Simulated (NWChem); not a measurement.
GeSiH6O; SMILES [SiH3][O][GeH3]

Program: NWChem. Structure relaxed at the PBE0/def2-SVP level. Ions are spin-unrestricted doublets at the neutral geometry; other ion states weren't tried.

For level PBE/def2-SVP:

```yaml
vertical ionisation energy, ΔSCF (eV): 9.96
"−ε(HOMO) (eV)": 6.85
```

Problem. What are these values for level CAM-B3LYP/def2-SVP?

Solution. The vertical ionisation energy, ΔSCF (eV) is 10.63 and the −ε(HOMO) (eV) is 9.71.
